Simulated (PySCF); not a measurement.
diboron tetrafluoride cation (B2F4), SMILES FB(F)B(F)F (connectivity only; charge and spin as stated), charge +1, multiplicity 2. Atoms are numbered in the order given.

```xyz
6

F      0.8383    -0.8383    -1.4657
B      0.0000     0.0000    -1.0169
F     -0.8383     0.8383    -1.4657
B      0.0000     0.0000     1.0169
F      0.8383     0.8383     1.4657
F     -0.8383    -0.8383     1.4657
```
Charge +1, spin multiplicity 2.

Geometry optimised at PBE0-D3(BJ)/def2-SVP. The spin state was assumed, not searched. Other conformers were not sampled.

Computed with PBE/def2-TZVP run with PySCF.

Isolated molecule, no solvent.

```yaml
total_energy: -448.63413 hartree
point_group: D2d
"α spin, highest occupied and lowest empty level": -14.67 and -8.32 eV
"β spin, highest occupied and lowest empty level": -17.88 and -13.14 eV
dipole_moment_about_the_centre_of_nuclear_charge: 0.00 D
mean_static_polarisability: 28.3 bohr³ (4.19 Å³)
polarisability_principal_values: 24.9, 24.9, 35.1 bohr³
"⟨S²⟩": 0.751 (pure state 0.75)
```
